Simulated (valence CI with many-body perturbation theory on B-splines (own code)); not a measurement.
# Level structure of Hf⁵⁷⁺

Calculated by relativistic CI+MBPT: five valence electrons over a frozen Dirac-Fock core [Ne], radial functions for each j: 11 s, 11 p, 10 d, 8 f, 5 g, 2 h, with the one-electron correlation potential Σ1, the two-electron term Σ2, the three-electron term Σ3, Breit, model QED; selected CI, second order for the rest, scaled by the run's own slope (own B-spline code, finite nucleus).

No measured spectrum was set against this ion. As an estimate, large intervals hold to a few tenths of a per cent, small ones and those within an open d or f shell to about a per cent. Among the levels kept, up to 3100 cm⁻¹ of a level comes from second order outside the variational space, and about a tenth of that is noise between levels of different J, which matters for small intervals.

Levels 46 to 90 of 166, with energies above the lowest level, (3s^2 3p1/2^2 3p3/2) J=3/2. "Leading %" is the weight of the configuration and term that name the level; weights of strongly mixed levels are sums over their largest components and can fall short. In the jj column 3d3/2^4 stands for four electrons in 3d with j = 3/2.

| No. | Configuration | Term | J | E (× 10³ cm⁻¹) | Leading % | g | Leading jj |
| --- | --- | --- | --- | --- | --- | --- | --- |
| 46 | 3s.3p4 | 2P | 1/2 | 6542.9 | 46 | 1.375 | 3s 3p1/2 3p3/2^3 (74 %) |
| 47 | 3s.3p4 | 2P | 3/2 | 6561.9 | 40 | 1.127 | 3s 3p1/2 3p3/2^3 (76 %) |
| 48 | 3s2.3p.3d2 | 4G° | 7/2 | 6664.2 | 55 | 1.018 | 3s^2 3p1/2 3d3/2 3d5/2 (95 %) |
| 49 | 3s2.3p.3d2 | 2D° | 5/2 | 6695.7 | 24 | 1.059 | 3s^2 3p1/2 3d3/2 3d5/2 (95 %) |
| 50 | 3s2.3p.3d2 | 4D° | 3/2 | 6746.6 | 42 | 1.171 | 3s^2 3p1/2 3d3/2 3d5/2 (94 %) |
| 51 | 3s2.3p.3d2 | 4P° | 1/2 | 6762.8 | 46 | 1.796 | 3s^2 3p1/2 3d3/2 3d5/2 (96 %) |
| 52 | 3s2.3p.3d2 | 2H° | 9/2 | 6775.5 | 49 | 1.022 | 3s^2 3p1/2 3d3/2 3d5/2 (97 %) |
| 53 | 3s2.3p2.3d | 2F | 7/2 | 6918.6 | 46 | 1.101 | 3s^2 3p3/2^2 3d3/2 (97 %) |
| 54 | 3s2.3p2.3d | 2D | 5/2 | 6924.1 | 27 | 1.165 | 3s^2 3p3/2^2 3d3/2 (87 %) |
| 55 | 3s2.3p2.3d | 4P | 3/2 | 6953.6 | 23 | 1.184 | 3s^2 3p3/2^2 3d3/2 (76 %) |
| 56 | 3s2.3p2.3d | 4P | 1/2 | 6965.7 | 39 | 1.659 | 3s^2 3p3/2^2 3d3/2 (77 %) |
| 57 | 3s2.3p.3d2 | 4D° | 5/2 | 7014.9 | 24 | 1.152 | 3s^2 3p1/2 3d3/2 3d5/2 (82 %) |
| 58 | 3s2.3p.3d2 | 2F° | 7/2 | 7040.1 | 38 | 1.140 | 3s^2 3p1/2 3d3/2 3d5/2 (84 %) |
| 59 | 3s2.3p.3d2 | 4D° | 3/2 | 7087.7 | 21 | 1.327 | 3s^2 3p1/2 3d3/2 3d5/2 (83 %) |
| 60 | 3s2.3p2.3d | 2D | 3/2 | 7091.9 | 68 | 0.829 | 3s^2 3p3/2^2 3d3/2 (90 %) |
| 61 | 3s2.3p2.3d | 2F | 7/2 | 7283.4 | 51 | 1.234 | 3s^2 3p3/2^2 3d5/2 (98 %) |
| 62 | 3s2.3p2.3d | 4F | 9/2 | 7299.5 | 62 | 1.238 | 3s^2 3p3/2^2 3d5/2 (99 %) |
| 63 | 3s.3p2.3d2 | 4F | 3/2 | 7353.2 | 42 | 0.442 | 3s 3p1/2^2 3d3/2^2 (96 %) |
| 64 | 3s2.3p2.3d | 2P | 1/2 | 7368.0 | 56 | 1.207 | 3s^2 3p3/2^2 3d5/2 (95 %) |
| 65 | 3s2.3p.3d2 | 4D° | 7/2 | 7395.6 | 31 | 1.218 | 3s^2 3p1/2 3d5/2^2 (90 %) |
| 66 | 3s2.3p.3d2 | 2G° | 9/2 | 7406.0 | 28 | 1.117 | 3s^2 3p1/2 3d5/2^2 (95 %) |
| 67 | 3s.3p2.3d2 | 4F | 5/2 | 7433.0 | 24 | 1.056 | 3s 3p1/2^2 3d3/2^2 (95 %) |
| 68 | 3s2.3p.3d2 | 2P° | 3/2 | 7472.8 | 27 | 1.328 | 3s^2 3p1/2 3d5/2^2 (94 %) |
| 69 | 3s2.3p.3d2 | 2F° | 5/2 | 7477.1 | 38 | 1.096 | 3s^2 3p1/2 3d5/2^2 (96 %) |
| 70 | 3s2.3p2.3d | 2D | 5/2 | 7533.8 | 75 | 1.199 | 3s^2 3p3/2^2 3d5/2 (98 %) |
| 71 | 3s.3p2.3d2 | 4P | 1/2 | 7589.3 | 45 | 2.354 | 3s 3p1/2^2 3d3/2^2 (94 %) |
| 72 | 3s2.3p2.3d | 2P | 3/2 | 7631.6 | 43 | 1.187 | 3s^2 3p3/2^2 3d5/2 (94 %) |
| 73 | 3s2.3p2.3d | 2D | 5/2 | 7674.7 | 51 | 1.175 | 3s^2 3p3/2^2 3d5/2 (93 %) |
| 74 | 3s2.3p.3d2 | 2P° | 1/2 | 7679.6 | 67 | 0.644 | 3s^2 3p1/2 3d5/2^2 (92 %) |
| 75 | 3s.3p3.3d | 6D° | 3/2 | 7781.7 | 22 | 1.254 | 3s 3p1/2 3p3/2^2 3d3/2 (76 %) |
| 76 | 3s.3p3.3d | 6D° | 1/2 | 7864.7 | 43 | 2.059 | 3s 3p1/2 3p3/2^2 3d3/2 (95 %) |
| 77 | 3s.3p3.3d | 4F° | 5/2 | 7871.0 | 37 | 1.219 | 3s 3p1/2 3p3/2^2 3d3/2 (93 %) |
| 78 | 3s.3p3.3d | 4G° | 7/2 | 7962.4 | 32 | 1.187 | 3s 3p1/2 3p3/2^2 3d3/2 (94 %) |
| 79 | 3p5 | 2P° | 3/2 | 7969.5 | 49 | 1.282 | 3p1/2^2 3p3/2^3 (49 %) |
| 80 | 3s.3p2.3d2 | 4F | 7/2 | 8008.7 | 28 | 1.226 | 3s 3p1/2^2 3d3/2 3d5/2 (96 %) |
| 81 | 3s.3p2.3d2 | 4F | 5/2 | 8047.8 | 20 | 1.176 | 3s 3p1/2^2 3d3/2 3d5/2 (95 %) |
| 82 | 3s.3p3.3d | 2G° | 9/2 | 8076.8 | 43 | 1.152 | 3s 3p1/2 3p3/2^2 3d3/2 (96 %) |
| 83 | 3s.3p2.3d2 | 6D | 3/2 | 8097.9 | 29 | 1.600 | 3s 3p1/2^2 3d3/2 3d5/2 (97 %) |
| 84 | 3s.3p3.3d | 4F° | 3/2 | 8134.8 | 44 | 0.796 | 3s 3p1/2 3p3/2^2 3d3/2 (88 %) |
| 85 | 3s.3p2.3d2 | 4F | 9/2 | 8158.9 | 28 | 1.197 | 3s 3p1/2^2 3d3/2 3d5/2 (95 %) |
| 86 | 3s.3p2.3d2 | 2F | 5/2 | 8171.2 | 24 | 1.116 | 3s 3p1/2^2 3d3/2 3d5/2 (96 %) |
| 87 | 3s.3p3.3d | 4P° | 5/2 | 8192.7 | 27 | 1.338 | 3s 3p1/2 3p3/2^2 3d3/2 (90 %) |
| 88 | 3s.3p3.3d | 4D° | 7/2 | 8194.2 | 32 | 1.232 | 3s 3p1/2 3p3/2^2 3d3/2 (83 %) |
| 89 | 3s.3p3.3d | 4D° | 1/2 | 8215.7 | 56 | 0.597 | 3s 3p1/2 3p3/2^2 3d3/2 (81 %) |
| 90 | 3s.3p2.3d2 | 2D | 3/2 | 8221.1 | 20 | 1.068 | 3s 3p1/2^2 3d3/2 3d5/2 (93 %) |
